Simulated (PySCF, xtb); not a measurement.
C₄H₇FO₂, SMILES O[C@@H]1C[C@@H](O)C1F.

GFN2-xTB (xtb 6.7.1) at its own geometry gives an orbital gap of 10.79 eV and a dipole moment of 1.97 D.

Geometry optimised at B3LYP-D3(BJ)/def2-SVP. The structure was generated by enumeration; whether it is a known compound was not checked. Other conformers were not sampled.

**Question.** What does M06-2X/def2-TZVP in PySCF give? (The exact figures need the calculation; the answer reports its results.)

**Answer.** gap 10.69 eV (levels -9.15 and 1.54 eV), dipole 0.96 D.
